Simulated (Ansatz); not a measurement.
Input (CCSDT(Q)/cc-pV(D+d)Z; Ansatz, an electronic-structure program): A basis named .json is the Basis Set Exchange file of that set.

Ansatz 0.2 input:
```yaml
crystal:
  periodic: [false, false, false]
  atoms:
    - {symbol: N, position_ang: [1.21502486, 2.17284890, 0.18547925]}
    - {symbol: C, position_ang: [0.25463251, 1.54705538, 0.06669267]}
    - {symbol: C, position_ang: [-0.94958238, 0.81163146, -0.08099620]}
    - {symbol: C, position_ang: [-1.02154420, -0.51908285, -0.12261515]}
    - {symbol: Cl, position_ang: [0.33088449, -1.56466289, -0.00444461]}
    - {symbol: H, position_ang: [-1.86573073, 1.38296925, -0.16453621]}
    - {symbol: H, position_ang: [-1.96551516, -1.03126644, -0.23674798]}
basis:
  gaussian:
    orbitals: cc-pV_D+d_Z.json
magnetization: {spin_polarized: false}
correlation: {method: ccsdt_q, electrons: outside_noble_gas}
```

Output:

```
Functional definition: HF
integrals: 0.14 GiB planned
1671 factors; integrals over basis functions are off by at most 2.0e-7 eV
mean field: 0.42 GiB planned
mean field evaluation 1: about -17104.4115 eV, gradient 3.2e1 eV
mean field evaluation 2: about -17104.6380 eV, gradient 3.2e1 eV
mean field evaluation 4: about -17107.7270 eV, gradient 4.4e0 eV
mean field evaluation 8: about -17107.8138 eV, gradient 5.0e-1 eV
mean field evaluation 16: about -17104.4121 eV, gradient 3.2e1 eV
mean field -17107.81505224 eV, -628.7006070764 hartree, gradient 1.8e-6 eV, S^2 0.000000; 0 other end points of the search recorded, 0 dependent functions left out; unrestricted orbitals would lower it
9 core orbitals not correlated
reference -17107.81505224 eV, -628.7006070764 hartree; 13, 13 occupied and 67, 67 virtual orbitals, 1671 factors
second order -18.36564458 eV of doubles, -0.00000000 eV of singles
coupled cluster: 4.38 GiB planned
cycle   1  -18.49884469 eV  change   -1.3e-1 eV  update   1.3e-1
cycle   2  -19.44968247 eV  change   -9.5e-1 eV  update   6.6e-2
cycle   3  -20.02858037 eV  change   -5.8e-1 eV  update   2.8e-2
cycle   4  -20.00470611 eV  change    2.4e-2 eV  update   1.2e-2
cycle   5  -19.97822575 eV  change    2.6e-2 eV  update   5.8e-3
cycle   6  -19.98897986 eV  change   -1.1e-2 eV  update   2.5e-3
cycle   7  -19.99570253 eV  change   -6.7e-3 eV  update   1.1e-3
cycle   8  -19.99496678 eV  change    7.4e-4 eV  update   5.2e-4
cycle   9  -19.99411312 eV  change    8.5e-4 eV  update   2.6e-4
cycle  10  -19.99453823 eV  change   -4.3e-4 eV  update   1.4e-4
cycle  11  -19.99409688 eV  change    4.4e-4 eV  update   6.8e-5
cycle  12  -19.99403903 eV  change    5.8e-5 eV  update   2.7e-5
cycle  13  -19.99404700 eV  change   -8.0e-6 eV  update   1.3e-5
cycle  14  -19.99404224 eV  change    4.8e-6 eV  update   5.2e-6
cycle  15  -19.99403643 eV  change    5.8e-6 eV  update   2.6e-6
cycle  16  -19.99403688 eV  change   -4.5e-7 eV  update   1.1e-6
coupled cluster: 4.39 GiB planned
perturbative correction -0.07785959 eV, -0.0028612873 hartree
Total energy: -17127.88694872 eV, -629.4382356666 hartree
```

 In a CCSD(T) run of this state the restricted determinant is unstable towards broken spin symmetry.
